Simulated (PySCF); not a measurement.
## NMR problem set

In vacuum, relativity neglected, a single conformation, equivalent nuclei averaged. GFN2-xTB structure; NMR shieldings at PBE0/pcSseg-1/GIAO; PySCF 2.14.0 with density-fitted response routines.

Referencing at the same level of theory: ¹H (σ = 31.72 ppm) and ¹³C (σ = 186.93 ppm) against TMS. Splittings of carbon signals by F and P are missing where no couplings were computed. Where no couplings were computed, multiplicities follow the n + 1 count of equivalent neighbours, and m marks all less simple cases (inequivalent or close neighbours, rings, F or P nearby). Shifts are as computed. Against solution values, carbons near 30 ppm lie about +3 ppm off and those near 130 ppm about +5 ppm. Of 1211 compounds with measured shifts, 218 miss one by over three times the rms of a fit or turn the order of signals round; such compounds aren't used in these exercises.

Question: C10H6F2. ¹H NMR (600 MHz, computed): δ 8.54 (m, 2H), 8.00 (m, 2H), 7.48 (m, 2H). ¹³C{¹H} NMR (computed): δ 164.4, 132.6, 128.2, 127.1, 115.3. Give a structure.

Answer: SMILES Fc1ccc(F)c2ccccc12. Rings plus π bonds: 7 (2 rings in the answer). 5 carbon signals for 10 carbons: some carbons are equivalent by symmetry or fast rotation. Carbon types of the structure: 4 × C, 6 × CH, which accounts for all hydrogens. δC 164.4: aromatic carbon bearing fluorine; σ withdrawal by the attached heteroatom moves it downfield of the ring CH carbons. δC 132.6, 127.1, 115.3: aromatic CH. δC 128.2: ring-fusion aromatic carbon. δH 8.54, 8.00, 7.48: hydrogen on an aromatic CH; it sits in the deshielding region of the aromatic ring current.

The shifts were computed for this structure.

Question: C3H9NO2Si2. ¹H NMR (400 MHz, computed): δ 12.47 (d, 1H), 8.74 (m, 1H), 8.64 (m, 1H), 5.43 (m, 1H), 5.11 (m, 1H), 4.99 (m, 1H), 4.13 (s, 3H). ¹³C{¹H} NMR (computed): δ 255.5 (CH), 173.6 (CH2), 54.7 (CH3). What is it?

Answer: `C=N[SiH2][Si@@H](C=O)OC`. Rings plus π bonds: 2 (no ring in the answer). 3 carbon signals for 3 carbons: no two carbons are equivalent. Carbon types of the structure: 1 × CH, 1 × CH2, 1 × CH3, leaving 3 H on heteroatoms. δC 255.5: carbonyl carbon. δC 173.6: C=N carbon. δH 12.47: hydrogen on a carbonyl carbon. δH 8.74, 8.64: hydrogen on a C=N carbon.

This is the structure that produced the data.

Question: C4H7FO4. ¹H NMR (400 MHz, computed): δ 6.61 (m, 1H), 4.25 (s, 3H), 3.78 (s, 3H). ¹³C{¹H} NMR (computed): δ 159.8 (C), 121.7 (CH), 57.1 (CH3), 55.5 (CH3). What is it?

Answer: SMILES F[C@@H](OC(OC)=O)OC. The formula gives 1 degree of unsaturation (no ring in the answer). 4 carbon signals for 4 carbons: no two carbons are equivalent. Carbon types of the structure: 1 × C, 1 × CH, 2 × CH3, which accounts for all hydrogens. δC 159.8: carbonate carbon; it is a carbonyl in resonance with an O or N lone pair, the region of acids, esters and amides. δC 121.7: sp3 carbon bearing two oxygens; 3 electronegative neighbours deshield it. δC 57.1, 55.5: methyl carbon bonded to O; deshielded by the electronegative neighbour. δH 6.61: hydrogen on an sp3 carbon bearing two oxygens; its carbon carries F and O, which withdraws density.

The shifts were computed for this structure.
